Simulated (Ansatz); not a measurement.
`C=C(N)S[SiH3]` + `N[SiH2][SiH3]` → `N[SiH2][SiH2][SiH3]` + `C=C(N)S`  (formal exchange of groups at the Si–S bond)

Isolated molecules relaxed with PBE0-D4/def2-TZVP in Ansatz; ΔE leaves out vibrations. CCSD(T)/CBS is the MP2 limit (def2-TZVPP, def2-QZVPP) plus CCSD(T) − MP2 in def2-TZVPP, frozen cores. This one scheme is used for every species. Functionals use def2-TZVPP. B3LYP here is the variant with VWN-RPA as its local correlation; programs differ in this. Each species was taken in one conformer, which may not be the lowest.

`C=C(N)S[SiH3]`:

```xyz
12

C     0.026    0.591    2.058
C    -0.281    0.040    0.884
N    -1.266    0.490    0.016
S     0.633   -1.354    0.280
Si    0.976   -0.689   -1.730
H     0.896    0.270    2.611
H    -0.587    1.382    2.476
H    -1.819   -0.244   -0.404
H    -1.836    1.236    0.387
H     1.975   -1.655   -2.255
H     1.525    0.688   -1.741
H    -0.239   -0.756   -2.581
```

`N[SiH2][SiH3]`:

Z-matrix (Å, degrees):
```
Si
Si 1 2.341
N 1 1.724 2 108.6
H 1 1.497 2 108.1 3 -126.1
H 1 1.488 2 110.7 3 117.7
H 2 1.489 1 110.3 3 173.7
H 2 1.491 1 110.1 3 54.6
H 2 1.488 1 111.4 3 -65.4
H 3 1.008 1 119.6 2 167.4
H 3 1.007 1 119.6 2 -50.6
```

`N[SiH2][SiH2][SiH3]`:

Z-matrix (Å, degrees):
```
Si
Si 1 2.340
N 1 1.723 2 109.7
H 1 1.497 2 107.4 3 -126.4
H 1 1.488 2 110.1 3 118.2
Si 2 2.339 1 110.3 3 177.2
H 2 1.490 1 110.8 3 -61.2
H 2 1.493 1 109.6 3 57.6
H 3 1.007 1 119.7 2 -49.3
H 3 1.008 1 119.7 2 168.0
H 6 1.488 2 110.0 1 -59.7
H 6 1.488 2 111.2 1 180.0
H 6 1.488 2 110.1 1 59.7
```

`C=C(N)S`:

Z-matrix (Å, degrees):
```
C
C 1 1.335
H 1 1.084 2 120.3
H 1 1.080 2 121.7 3 178.1
N 2 1.384 1 125.4 3 -8.3
S 2 1.770 1 124.1 3 176.6
H 5 1.008 2 115.2 1 139.0
H 5 1.008 2 114.5 1 5.4
H 6 1.340 2 95.9 1 -27.6
```

```tsv
level	ΔE (eV)
PBE-D4	0.44
B3LYP	0.50
```

**Question.** What does CCSD(T)/CBS give? (An estimate is asked.)

**Answer.** Ansatz gave: +0.55 eV. The listed levels differ from it by -0.11, -0.05 eV.

Largest T1 diagnostic among the species: 0.012.

The D4 term adds +0.04 eV with B3LYP and +0.02 eV with PBE0; it sums over pairs of atoms, weighted by their polarisabilities, and B3LYP, whose exchange is more repulsive, gets the larger term. From PBE to PBE0 (25 % exact exchange), in def2-TZVPP and without D4, ΔE moves by +0.04 eV.
